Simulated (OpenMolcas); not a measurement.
## Ag4+: moving or changing the point charges

Ag4+ among 2 point charges of -2 e arranged as a linear pair (D∞h), 2.13 Å from the ion.
```
   0.0000    0.0000    2.1300  -2.00
   0.0000    0.0000   -2.1300  -2.00
```

| Property | Result |
| --- | --- |
| Program | OpenMolcas 26.06 |
| Method | SS-CASPT2, IPEA 0.25 Eh, imaginary shift 0.1 Eh (closed shells correlated: 4s 4p) |
| Basis | ANO-RCC-VDZP [6s5p3d1f] |
| Scalar Hamiltonian | DKH2, point nucleus |
| Active space | 7 electrons in 5 orbitals (4d) |
| State averaging | 2S+1 = 4 even, 10 roots; 2S+1 = 2 even, 40 roots |
| Spin-orbit coupling | state interaction with AMFI integrals over the reference wave functions |

Runs around this geometry, states (labels by Λ). Energies in cm-1 above the lowest state or level, χT in cm3 K/mol.

```
R (Å)  q (e)  Ground state  First state of that spin  First gap with spin-orbit (degeneracies)  χT at 300 K  First state of another spin
 2.13     -1            4Φ                   4Σ 1500                               1370 (2, 2)        4.802                     2Π 16700
 1.99     -2            4Σ                   4Φ 1290                                690 (2, 2)        4.661                     2Π 15070
 2.13     -2            4Σ                     4Φ 81                               1450 (2, 2)        4.735                     2Π 15410
 2.32     -2            4Φ                    4Σ 880                               1550 (2, 2)        4.765                     2Π 16270
```

The ground state changes within this set.

Roots that are degenerate in the reference are averaged as groups; the widest CASPT2 spread within a group is 26 cm-1 (the 2-fold group of multiplicity 2 near 18600 cm-1 above the lowest state of its run, R = 2.13, q = -2). Shifts and gaps below about the spread of the groups concerned are not significant. Point charges give a weaker field than real ligands, and real ions of this kind are as a rule low spin; the high spin found here belongs to the model. Free-ion shares, where given, are those of the reference states; single-state CASPT2 does not remix them. The ground term spreads over less than 5000 cm-1, several times less than with real ligands, so orbital moments are less quenched and χT lies further from the spin-only value than at real sites (holds for R = 2.13, q = -1; R = 2.32, q = -2). Point charges carry no covalency, so the field is a model and not that of real ligands. No measured value stands beside these numbers.
